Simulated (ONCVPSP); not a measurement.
What the settings do to the ONCV potential of Mg (Z = 12)

Base potential:

ONCVPSP 4.0.1 input, shortened (lines: element, Z, core and valence counts, functional; n l f; lmax; l rc ep ncon nbas qcut; lloc lpopt rc5 dvloc0; l nproj debl; icmod fcfact rcfact), PBE, scalar-relativistic:

```
  Mg 12.00    1    3        4      upf
    1    0    2.00
    2    0    2.00
    2    1    6.00
    3    0    2.00
    2
    0    1.15    0.00    3    7    8.60
    1    1.05    0.00    3    7   16.20
    2    0.90    0.03    4    8   12.30
    2    5    0.90    0.00
    0    2    2.80
    1    2    2.60
    2    0    0.60
    1    0.40    0.00
```

All-electron outer shells of the reference configuration (PBE, scalar-relativistic, ld1.x):

| shell | level (eV) | outermost node (bohr) | outermost maximum (bohr) |
| --- | --- | --- | --- |
| 1s | -1259.65 | – | 0.09 |
| 2s | -79.85 | 0.18 | 0.54 |
| 2p | -46.61 | – | 0.48 |
| 3s | -4.70 | 0.90 | 2.56 |

Cutoffs, loose and tight: the cutoffs (Ha) at which the residual kinetic energy of the hardest occupied pseudo-wave falls to 1 and 0.1 mHa per electron. They do not see the model core or the augmentation charge, which bear on the density cutoff. Test errors are all-electron minus pseudo excitation energies from the reference, over the configurations 2s2 2p6 3s1; 2s2 2p6 3s0; 2s2 2p6 3s1.5; 2s1 2p6 3s2. A dash means not determined; rows that change the core or the reference have their own tests.

```tsv
change	outcome	cutoff, loose	cutoff, tight	bound ghosts	GHOST(+) flags above zero	largest test error (meV)
base	generated	82 Ha	95 Ha	none	none	-250
functional PBEsol	generated	82 Ha	95 Ha	none	none	-238
d: rc 1.16	failed: test_data: rc < rc(lloc) for l = 0. Not allowed.	–	–	–	–	–
s: qcut 7; p: qcut 13.2; d: qcut 10	generated	65 Ha	74 Ha	none	none	-267
non-relativistic	generated	82 Ha	95 Ha	none	none	-242
```
